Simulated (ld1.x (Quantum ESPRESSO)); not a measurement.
u(r) = r·R(r): atom against pseudo-atom (barium (Ba))

Columns: radius, all-electron u(r) and pseudo u(r) of the 6s shell (level -3.35 eV) of barium in the configuration [Xe] 5d0 6s2 6p0; LDA (PZ), scalar-relativistic, TM scheme, ld1.x (Quantum ESPRESSO) 7.5.

```csv
r (bohr),all-electron,pseudo
0.210,0.1050,-0.0145
0.420,-0.1075,-0.0294
0.630,-0.1195,-0.0449
0.840,0.0551,-0.0615
1.050,0.1994,-0.0795
1.260,0.2503,-0.0996
1.470,0.2210,-0.1223
1.680,0.1414,-0.1486
1.890,0.0381,-0.1794
2.100,-0.0705,-0.2157
2.310,-0.1730,-0.2577
2.520,-0.2635,-0.3050
2.730,-0.3395,-0.3553
2.940,-0.4007,-0.4047
3.150,-0.4478,-0.4483
3.360,-0.4823,-0.4823
3.570,-0.5056,-0.5056
3.780,-0.5194,-0.5194
3.990,-0.5251,-0.5251
4.200,-0.5240,-0.5240
4.410,-0.5173,-0.5173
4.620,-0.5061,-0.5061
4.830,-0.4914,-0.4914
5.040,-0.4738,-0.4738
5.250,-0.4543,-0.4543
5.460,-0.4333,-0.4333
```

Question: How many radial nodes do the two functions have?

Answer: The all-electron 6s function has n − l − 1 = 5 (the table is too coarse to show those close to the nucleus); the pseudo-wave has 0, since the states of the same l below it are removed with the core.

Question: At about which radius was the pseudo-wave matched?

Answer: 3.50 bohr, where the columns begin to agree (steps of 0.21 bohr).

Question: Where does each function peak?

Answer: Outermost all-electron maximum near 3.99 bohr, pseudo maximum near 3.99 bohr (to the table’s step).

Question: Is the pseudo-wave norm-conserving?

Answer: Yes: the TM scheme keeps the norm inside the radius equal to the all-electron one, which fixes the energy derivative of the logarithmic derivative at the level.
